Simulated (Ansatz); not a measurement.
Consider the isomerisation: `FC1[CH2][SnH2][CH2]1` → `C=C[CH2][SnH2][F]`.

Computed with Ansatz on PBE0-D4/def2-TZVP structures; ΔE is electronic, products minus reactants. CBS: MP2 limit from def2 TZ/QZ plus the TZ coupled-cluster correction, frozen cores. DFT in def2-TZVPP. Elements past krypton have def2 core potentials. For Sn outer-core shells are correlated without core-valence functions, which leaves a few kJ/mol of doubt a bond. Each species was taken in one conformer, which may not be the lowest.

`FC1[CH2][SnH2][CH2]1`:

Z-matrix (Å, degrees):
```
C
C 1 1.525
Sn 1 2.594 2 56.5
F 1 1.393 2 112.5 3 -151.2
C 1 1.525 2 106.6 3 -27.4
H 1 1.097 2 109.6 3 91.1
H 2 1.093 1 110.4 3 107.8
H 2 1.087 1 115.8 3 -126.5
H 3 1.704 1 112.3 2 105.9
H 3 1.702 1 136.4 2 -74.0
H 5 1.093 1 110.4 2 -80.4
H 5 1.087 1 115.8 2 153.8
```

`C=C[CH2][SnH2][F]`:

Cartesian coordinates in Å:
```
C 1.202 -0.737 -1.594
C 0.719 -0.830 -0.360
C 0.598 0.295 0.598
Sn -1.465 0.852 0.833
F -2.281 -0.768 1.497
H 1.576 0.203 -1.990
H 1.241 -1.598 -2.250
H 0.352 -1.793 -0.010
H 0.943 0.021 1.598
H 1.150 1.177 0.267
H -2.263 1.168 -0.640
H -1.771 2.010 2.051
```

```tsv
level	ΔE (kcal/mol)
r2SCAN-D4	-24.6
CCSD/def2-TZVPP	-24.4
```

Problem. What does CCSD(T)/CBS give? (An estimate is asked.)

Solution. The calculation gave: -25.1 kcal/mol. The listed levels differ from it by 0.5, 0.7 kcal/mol.

Largest T1 diagnostic among the species: 0.013.

In def2-TZVPP, CCSD(T) changes the Hartree–Fock value by +8.8 kcal/mol (the triples alone add +0.7 kcal/mol) and MP2 by +9.6 kcal/mol. From PBE to PBE0 (25 % exact exchange), in def2-TZVPP and without D4, ΔE moves by +1.4 kcal/mol.
